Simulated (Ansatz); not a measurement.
Geometry optimisation, RKS PBE0-D4/6-31G* in Ansatz.

Input:

```yaml
crystal:
  periodic: [false, false, false]
  atoms:
    - { symbol: B, position_ang: [0.151518, 0.450052, -0.437829] }
    - { symbol: O, position_ang: [0.054295, -0.019514, 2.116915] }
    - { symbol: H, position_ang: [-0.880241, -0.26917, 2.137856] }
    - { symbol: Cl, position_ang: [1.590598, -0.286557, -1.097836] }
    - { symbol: F, position_ang: [-1.026029, -0.101958, -0.654396] }
    - { symbol: H, position_ang: [0.209588, 1.508645, 0.10887] }
    - { symbol: H, position_ang: [0.034971, 0.936502, 1.88202] }
basis:
  gaussian: { orbitals: "6-31G*" }
hamiltonian:
  xc: pbe0
  dispersion: d4
relax:
  f_tol: 0.03
  max_steps: 50
```

Run as:

```bash
$ ansatz run input.yaml --threads 1 --pin off --max-ram 2048MiB --backend cpu --events-out ev --progress --plain --runs-dir out
```

**Question.** Where does it end, and by what steps?

**Answer.** The forces met the threshold. The force dipped under the threshold on the way, but the program's further checks kept it going. After 32 steps the energy has fallen by 0.476 eV; H3 moved furthest, 1.43 Å. Joined: B1–O2 (2.60 → 1.72 Å).

```json
{"step": "0", "energy less start (eV)": "0.0000", "largest force component (eV/Å)": "0.855", "accepted": "yes"}
{"step": "2", "energy less start (eV)": "0.0095", "largest force component (eV/Å)": "3.070", "accepted": "no"}
{"step": "4", "energy less start (eV)": "-0.1704", "largest force component (eV/Å)": "1.376", "accepted": "yes"}
{"step": "6", "energy less start (eV)": "-0.3224", "largest force component (eV/Å)": "0.897", "accepted": "yes"}
{"step": "8", "energy less start (eV)": "-0.3703", "largest force component (eV/Å)": "0.514", "accepted": "yes"}
{"step": "10", "energy less start (eV)": "-0.3862", "largest force component (eV/Å)": "0.079", "accepted": "yes"}
{"step": "12", "energy less start (eV)": "-0.3824", "largest force component (eV/Å)": "0.782", "accepted": "no"}
{"step": "14", "energy less start (eV)": "-0.3992", "largest force component (eV/Å)": "0.325", "accepted": "yes"}
{"step": "16", "energy less start (eV)": "-0.4350", "largest force component (eV/Å)": "0.129", "accepted": "yes"}
{"step": "18", "energy less start (eV)": "-0.4507", "largest force component (eV/Å)": "0.428", "accepted": "yes"}
{"step": "20", "energy less start (eV)": "-0.4467", "largest force component (eV/Å)": "0.416", "accepted": "no"}
{"step": "22", "energy less start (eV)": "-0.4712", "largest force component (eV/Å)": "0.209", "accepted": "yes"}
{"step": "24", "energy less start (eV)": "-0.4743", "largest force component (eV/Å)": "0.025", "accepted": "yes"}
{"step": "26", "energy less start (eV)": "-0.4750", "largest force component (eV/Å)": "0.060", "accepted": "yes"}
{"step": "28", "energy less start (eV)": "-0.4756", "largest force component (eV/Å)": "0.064", "accepted": "yes"}
{"step": "30", "energy less start (eV)": "-0.4760", "largest force component (eV/Å)": "0.031", "accepted": "yes"}
{"step": "32", "energy less start (eV)": "-0.4761", "largest force component (eV/Å)": "0.006", "accepted": "yes"}
```

```xyz
7
Properties=species:S:1:pos:R:3
B 0.076 0.606 -0.077
O 0.008 0.437 1.632
H 0.520 -0.360 1.858
Cl 1.073 -0.866 -0.549
F -1.243 0.514 -0.382
H 0.626 1.653 -0.240
H -0.926 0.232 1.813
```

Whether the end is a true minimum wasn't checked by a vibrational analysis.

Run time: 95 s on 1 thread of Arm Neoverse V1, on a shared host, peak memory 0.16 GiB.
